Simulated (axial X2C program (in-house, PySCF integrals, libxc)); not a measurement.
**Correcting the dissociation energy of MnI⁺ for spin–orbit coupling**

A spin-free PBE0 curve (one-electron X2C) was computed with an in-house all-electron X2C program for linear molecules (integrals from PySCF), basis I dyall-cv3z [11s12p8d4f1g], Mn dyall-cv3z [9s10p6d3f2g] (cores contracted in-house), for the state M_S = 5/2, Λ = 0 (beyond evenly filled blocks: σα, π+α, π-α, δ+α, δ-α). It gives D0 = 2.287 eV to I + Mn+, which in a spin-free picture are the weighted means of the ground terms.

Measured levels of the ground terms (NIST Handbook of Basic Atomic Spectroscopic Data), in cm⁻¹: I 2P: J = 3/2 at 0, J = 1/2 at 7603.1; Mn+ 7S: J = 3 at 0.

The molecular state has Λ = 0, so it has no first-order lowering.

Task: How far does each ground level lie under the (2J+1)-weighted mean of its term?

Result: I: (4 × 0 + 2 × 7603.1)/6 = 2534 cm⁻¹; Mn+: a single level, 0.

Task: Correct D0.

Result: D0 = 2.287 + (0 − 2534)/8065.5 = 1.973 eV at PBE0 with these spin–orbit terms. The direct two-component run gives 2.051 eV; the difference holds second-order terms in the molecule, scalar two-electron terms, the gap between measured and computed atomic splittings (a 2c atom can miss part of its lowering) and, in coupled cluster, the truncation of each run.

Second-order spin–orbit effects in the molecule, which grow quickly with Z, are left out. The state is a single determinant with fixed occupations, the lowest that a limited PBE0 search found. De is counted from the lowest determinant-based energies of the atoms at the same level, without counterpoise correction.
